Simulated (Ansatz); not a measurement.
System: CH4NSi, charge 0, doublet. CH4NSi (SMILES [N]=C[SiH3], doublet).
B3LYP-D3(BJ)/def2-TZVP minimum from Ansatz (a program for electronic structure):
```xyz
7

Si    -0.5721     0.5123     0.6406
C      0.4506    -0.7698    -0.3396
N      1.0398    -0.4556    -1.3785
H     -0.0086     0.6044     2.0062
H     -1.9674     0.0250     0.7202
H     -0.5016     1.8115    -0.0522
H      0.5043    -1.8051     0.0452
```
Charge 0, spin multiplicity 2.

Wanted: atomisation energy (electronic, to ground-state atoms), in kcal/mol. Open shells are spin-unrestricted; no spin-orbit coupling. CBS(X,Y): correlation extrapolated as X^-3, Hartree-Fock from the larger set. A bracket is a step between two methods taken in the basis named. Functionals run without relativity, which enters their misses. Double hybrids freeze cores in their MP2 part. 'core' is core correlation in cc-pwCVTZ (1s frozen past Ne), 'X2C' scalar relativity in cc-pVTZ-DK, both at CCSD(T). Where a partner has so few electrons that a lower coupled-cluster level is exact, that level stands in. The UHF reference of CH4NSi ([N]=C[SiH3], doublet) is spin-contaminated (<S^2> up to 0.18 over the pure value in the sets run).

CCSD(T)/CBS(cc-pV(T+d)Z,cc-pV(Q+d)Z) + [CCSDT(Q) - CCSD(T)]/cc-pV(D+d)Z + core + X2C (Ansatz) gives 556.5 kcal/mol.

Question: How far off this value is PBE/def2-TZVPD (Ansatz), in which direction, and how far these levels: r2SCAN/def2-TZVPD, B3LYP/def2-TZVPD, B2PLYP/def2-TZVPD, CCSD(T)/CBS(cc-pV(T+d)Z,cc-pV(Q+d)Z) + core + X2C?

Answer: PBE gives 566.1 kcal/mol, 9.6 kcal/mol above it. Differences of the others: r2SCAN/def2-TZVPD (Ansatz) 0.5; B3LYP/def2-TZVPD (Ansatz) 1.1; B2PLYP/def2-TZVPD (Ansatz) -6.1; CCSD(T)/CBS(cc-pV(T+d)Z,cc-pV(Q+d)Z) + core + X2C (Ansatz) -1.1 kcal/mol.
